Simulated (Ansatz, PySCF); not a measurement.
Reaction R1 + R2 → P1 + P2, each structure at its B3LYP-D3(BJ)/def2-SVP stationary point, reached from a drawn start (curvature not checked).
R1: AlH5O6Si (SMILES [OH][Al]([OH])[O][Si](O)(O)O), charge 0, multiplicity 1.
P1: H4O4Si (SMILES O[Si](O)(O)O), charge 0, multiplicity 1.
P2, AlH3O3 (SMILES [OH][Al]([OH])[OH]) (charge 0, multiplicity 1, Z-matrix in Å and degrees):
```
Al
O 1 1.6982
H 2 0.9611 1 123.64
O 1 1.6982 2 120.00 3 180.00
H 4 0.9611 1 123.63 2 0.00
O 1 1.6983 2 120.00 3 0.00
H 6 0.9611 1 123.63 2 179.99
```
R2: H2O (SMILES O), charge 0, multiplicity 1.

P less R. No zero-point or thermal terms. One arrangement of each flexible species, with no search for the lowest.

Cores are frozen in the correlated methods.

Programs: Ansatz (Gaussian basis) for Hartree–Fock, density functionals and correlated methods; PySCF for the D3/D4 terms. No computed number here is a measurement.

Question: What reaction energy does CCSD(T)/cc-pV(D+d)Z give?

Answer: 6.5 kcal/mol

Question: What is the computed reaction energy (PBE-D3(BJ)/def2-TZVPP)?

Answer: 4.7 kcal/mol

Question: Estimate the reaction energy that B3LYP-D3(BJ)/def2-TZVPP returns for this input.

Answer: 5.1 kcal/mol

Ansatz is a quantum-chemistry and plane-wave program.
